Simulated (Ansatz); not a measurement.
Job for Ansatz (a first-principles code): R-CCSD(T)/cc-pVQZ on BH4N (SMILES BN).

Ansatz 0.2 input:
```yaml
crystal:
  periodic: [false, false, false]
  atoms:
    - {symbol: B, position_ang: [-0.68515579, 0.00000000, 0.00000000]}
    - {symbol: N, position_ang: [0.70242322, -0.00000000, 0.00000000]}
    - {symbol: H, position_ang: [-1.26414683, 1.04293189, 0.00000000]}
    - {symbol: H, position_ang: [-1.26414683, -1.04293189, -0.00000000]}
    - {symbol: H, position_ang: [1.25541312, 0.84142919, -0.00000000]}
    - {symbol: H, position_ang: [1.25541312, -0.84142919, 0.00000000]}
basis:
  gaussian:
    orbitals: cc-pVQZ
magnetization: {spin_polarized: false}
correlation: {method: ccsd_t, electrons: outside_noble_gas}
scf: {lower_state_search: off}
```

Output:

```
WARN ansatz: RAYON_NUM_THREADS=4 ignored (pool sized by the plan → 4); use --threads N
Functional definition: HF
these checks for a lower state are left out or cut short: stability, starts, cluster_reference, orbital_swaps, neighbouring_geometries, increment
integrals: 1.25 GiB planned
1335 factors; integrals over basis functions are off by at most 9.2e-4 eV
mean field: 0.61 GiB planned
mean field evaluation 1: about -2216.4800 eV, gradient 3.2e1 eV
mean field evaluation 2: about -2216.4802 eV, gradient 3.2e1 eV
mean field evaluation 4: about -2218.6008 eV, gradient 2.6e0 eV
mean field evaluation 8: about -2218.6223 eV, gradient 7.7e-2 eV
mean field -2218.62233731 eV, -81.5328670599 hartree, gradient 1.2e-6 eV, S^2 0.000000; 0 other end points of the search recorded, 0 dependent functions left out
2 core orbitals not correlated
reference -2218.62233731 eV, -81.5328670599 hartree; 6, 6 occupied and 222, 222 virtual orbitals, 1335 factors
second order -9.51240254 eV of doubles, -0.00000000 eV of singles
coupled cluster: 2.51 GiB planned
cycle   1  -9.74862535 eV  change   -2.4e-1 eV  update   6.0e-2
cycle   2  -9.98910623 eV  change   -2.4e-1 eV  update   1.8e-2
cycle   3  -10.03113480 eV  change   -4.2e-2 eV  update   9.6e-3
cycle   4  -10.02441021 eV  change    6.7e-3 eV  update   3.0e-3
cycle   5  -10.02540380 eV  change   -9.9e-4 eV  update   1.5e-3
cycle   6  -10.02526401 eV  change    1.4e-4 eV  update   3.2e-4
cycle   7  -10.02516428 eV  change    1.0e-4 eV  update   7.6e-5
cycle   8  -10.02516896 eV  change   -4.7e-6 eV  update   2.2e-5
cycle   9  -10.02516467 eV  change    4.3e-6 eV  update   4.8e-6
perturbative correction -0.36516297 eV, -0.0134194915 hartree
Total energy: -2229.01266494 eV, -81.9147045576 hartree
Checks for a lower state left out: stability, starts, cluster_reference, orbital_swaps, neighbouring_geometries, increment
```

Self-consistency was reached.

Cost: around 20 core-seconds (rough).
